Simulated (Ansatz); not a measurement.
`FC[SiH2]F` + `O[SiH](O)O` → `O[SiH](O)O[SiH2]F` + `CF`  (ligand exchange at the Si–C bond)

Gas-phase electronic energies from Ansatz, PBE0-D4/def2-TZVP geometries. CCSD(T)/CBS adds triple-zeta CCSD(T) − MP2 to the extrapolated MP2 energy (def2 sets, frozen cores). This one scheme is used for every species. Functionals use def2-TZVPP. One conformer a species, not always the lowest.

```
  level  ΔE (eV)
 B2PLYP    -1.56
r2SCANh    -1.51
```

(1) What does CCSD(T)/CBS give? (Best estimate.)

Largest T1 diagnostic among the species: 0.012.

Answers

(1) Ansatz gave: -1.56 eV. The listed levels differ from it by 0.00, 0.05 eV.

From PBE to PBE0 (25 % exact exchange), in def2-TZVPP and without D4, ΔE moves by −0.09 eV. The D4 term adds −0.04 eV with B3LYP and −0.02 eV with PBE0; it sums over pairs of atoms, weighted by their polarisabilities, and B3LYP, whose exchange is more repulsive, gets the larger term. Leaving LDA and LC-ωPBE aside and taking each functional with its dispersion term where it has one, the values, not all of them listed here, spread over 0.31 eV, from BHLYP-D4 to revPBE-D4.

B3LYP here is the variant with VWN-RPA as its local correlation; programs differ in this.
